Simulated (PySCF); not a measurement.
Compound: C7H18Si.
Geometry (GFN2-xTB, Å), atoms numbered from 1 in this order:
```
atom  x, y, z in Å
C1    -2.1225    1.1855    0.3912
C2    -1.5198    0.2634   -0.6665
C3    -2.5983   -0.6723   -1.2131
C4    -0.2896   -0.5226   -0.1630
C5    -0.5665   -1.2902    1.1287
C6     0.9247    0.4039    0.0046
C7     2.2498   -0.3449    0.1266
Si8    3.7409    0.8196    0.3047
H9    -1.3736    1.8642    0.7906
H10   -2.5477    0.6111    1.2099
H11   -2.9183    1.7821   -0.0499
H12   -1.1769    0.8887   -1.5003
H13   -3.0088   -1.3006   -0.4267
H14   -2.1927   -1.3152   -1.9912
H15   -3.4148   -0.0932   -1.6392
H16   -0.0419   -1.2525   -0.9444
H17    0.2470   -1.9792    1.3423
H18   -0.6626   -0.6080    1.9698
H19   -1.4790   -1.8746    1.0478
H20    0.7849    1.0282    0.8894
H21    0.9794    1.0700   -0.8606
H22    2.3802   -0.9814   -0.7516
H23    2.2138   -1.0131    0.9881
H24    4.9674    0.0221    0.3675
H25    3.6035    1.6058    1.5335
H26    3.8003    1.7257   -0.8450
```

Computed with PBE0/pcSseg-1 in PySCF (dipole) on a GFN2-xTB geometry, gas phase.

Masses are those of the commonest isotopes; rigid-rotor values at the optimised geometry. The values belong to one conformer with, in the numbering `[CH3:1][CH:2]([CH3:3])[C@H:4]([CH3:5])[CH2:6][CH2:7][SiH3:8]`, C1–C2–C4–C5 53°, C2–C4–C6–C7 -164°, C4–C6–C7–Si8 179°.

Q: What are A, B and C (cm⁻¹)?

A: Ia = 147.04, Ib = 793.53, Ic = 824.71 u·Å²; 505379 MHz·u·Å²/I gives 3437, 636.9 and 612.8 MHz, that is A = 0.11465, B = 0.02124, C = 0.02044 cm⁻¹.

Q: Classify the top.

A: A near-prolate asymmetric top: κ = (2 × 636.9 − 3437 − 612.8)/(3437 − 612.8) = -0.98.

Q: Is it planar, by Δ = Ic − Ia − Ib?

A: Not planar: Δ = Ic − Ia − Ib = -115.86 u·Å². For a rigid frame Δ = −2 Σ m c², so Σ m c² = 57.93 u·Å² lies off the ab plane: 23.83 from hydrogen and 34.10 from heavier atoms. The atom farthest from that plane is 1.89 Å away.

Q: List the rotational levels J(Ka,Kc) to J = 3 (MHz).

A: Above 0(0,0):
J = 1: 1(0,1) 1250, 1(1,1) 4050, 1(1,0) 4074
J = 2: 2(0,2) 3749, 2(1,2) 6525, 2(1,1) 6597, 2(2,1) 14998, 2(2,0) 14998
J = 3: 3(0,3) 7497, 3(1,3) 10238, 3(1,2) 10382, 3(2,2) 18747, 3(2,1) 18748, 3(3,1) 32808, 3(3,0) 32808
The levels of one J sum to (2J + 1)J(J + 1)(A + B + C)/3.

Q: Which lines would a microwave search look for?

A: The dipole components are |μa| = 0.63 D, |μb| = 0.27 D, |μc| = 0.13 D. The squared components, which scale the intensities, stand as 1.00 : 0.19 : 0.04 (a : b : c). Some lines, for components of 0.1 D or more:

| type | branch | J(Ka,Kc) | MHz | lower level (cm⁻¹) |
| --- | --- | --- | --- | --- |
| a | R | 1(0,1) ← 0(0,0) | 1250 | 0.000 |
| c | Q | 2(1,2) ← 2(0,2) | 2776 | 0.125 |
| b | Q | 2(1,1) ← 2(0,2) | 2848 | 0.125 |
| b | Q | 3(1,2) ← 3(0,3) | 2885 | 0.250 |
| a | R | 3(0,3) ← 2(0,2) | 3748 | 0.125 |
| a | R | 4(3,2) ← 3(3,1) | 4999 | 1.094 |
| a | R | 4(2,2) ← 3(2,1) | 5000 | 0.625 |
| a | R | 4(1,3) ← 3(1,2) | 5047 | 0.346 |
| c | R | 3(1,2) ← 2(0,2) | 6634 | 0.125 |
| b | Q | 4(2,2) ← 4(1,3) | 8319 | 0.515 |
| b | Q | 2(2,1) ← 2(1,2) | 8473 | 0.218 |
| b | Q | 3(2,2) ← 3(1,3) | 8509 | 0.342 |
| b | R | 2(2,1) ← 1(1,0) | 10924 | 0.136 |
| b | R | 2(2,0) ← 1(1,1) | 10948 | 0.135 |
| b | R | 3(2,2) ← 2(1,1) | 12150 | 0.220 |
| c | R | 3(2,1) ← 2(1,1) | 12150 | 0.220 |
| c | R | 3(2,2) ← 2(1,2) | 12222 | 0.218 |
| c | Q | 3(3,1) ← 3(2,1) | 14060 | 0.625 |
| b | Q | 3(3,0) ← 3(2,1) | 14060 | 0.625 |
| b | R | 4(4,0) ← 3(3,1) | 24684 | 1.094 |

Q: Estimate the classical rotational partition function at 25 K, 50 K and 200 K.

A: Point group C1, symmetry number σ = 1; q = (√π/σ)·√((kT/h)³/(ABC)), k/h = 20836.6 MHz/K: 18200 at 25 K, 51500 at 50 K, 412000 at 200 K.

GFN2-xTB frequencies: not computed here. No vibrational averaging or centrifugal distortion is included, and the geometry carries the error of its method. A rigid rotor knows nothing of internal rotation, which can split or shift real lines.

The run took 52 s on x86-64 server, one thread (shared host). This is the PBE0/pcSseg-1 job that gave the dipole, with the shieldings it also computed.
